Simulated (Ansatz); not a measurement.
Two isomers of C5H16BNSi: A = `BN([SiH2]C)C(C)(C)C`, B = `BN(CC)[Si](C)(C)C`.

Gas-phase electronic energies from Ansatz, PBE0-D4/def2-TZVP geometries. CCSD(T)/CBS is the MP2 limit (def2-TZVPP, def2-QZVPP) plus CCSD(T) − MP2 in def2-TZVPP, frozen cores. Functionals use def2-TZVPP. B3LYP here is the variant with VWN-RPA as its local correlation; programs differ in this. Each species was taken in one conformer, which may not be the lowest.

Task: Which isomer does CCSD(T)/CBS put lower? Give the gap. (An estimate is asked.)

Result: Ansatz gave: B, by 83.4 kJ/mol.

Task: Give E(B) − E(A) in kJ/mol with B3LYP, LDA (SPW92), B3LYP-D4, HF/def2-TZVPP, PBE-D4, B2PLYP, r2SCAN-D4. (An estimate is asked.)

Result: The calculation gave: B3LYP -95.9, LDA (SPW92) -74.5, B3LYP-D4 -91.8, HF/def2-TZVPP -92.0, PBE-D4 -89.9, B2PLYP -90.3, r2SCAN-D4 -92.0. None reverses the order clearly.

Largest T1 diagnostic: 0.011.

From BLYP to BHLYP (50 % exact exchange), in def2-TZVPP and without D4, E(B) − E(A) moves by +5.3 kJ/mol. In def2-TZVPP, CCSD(T) changes the Hartree–Fock value by +10.6 kJ/mol (the triples alone add +2.1 kJ/mol) and MP2 by +10.6 kJ/mol.
